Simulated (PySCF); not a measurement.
Interval between two levels of Zn⁺ by level of theory

Zn⁺ [Ar] 3d10 4s1 [2S1/2, M_J = 1/2] → Zn⁺ [Ar] 3d10 4p1 [2P3/2, M_J = 3/2], as a difference of total energies. Computed with PySCF 2.14 in x2c-TZVPall-2c (6s7p4d1f, 54 functions), with the two-component X2C-1e Hamiltonian. Correlated levels: [Ne] frozen; the 6 highest virtual spinors dropped. "Screened" scales the spin-orbit matrix elements by Boettger's factors to mimic the two-electron term; Breit and QED terms are absent.

```csv
method,interval between two levels (cm⁻¹),error (cm⁻¹)
GHF (spin-free),47216,-2139
GMP2 (spin-free),49998,+643
GHF (screened spin-orbit),47504,-1851
GMP2 (screened spin-orbit),50321,+966
```

Reference: 49355 cm⁻¹ (measured; NIST Handbook of Basic Atomic Spectroscopic Data (Sansonetti and Martin, J. Phys. Chem. Ref. Data 34, 1559 (2005))).

Errors of the correlated levels include the incompleteness of this basis and the frozen core.
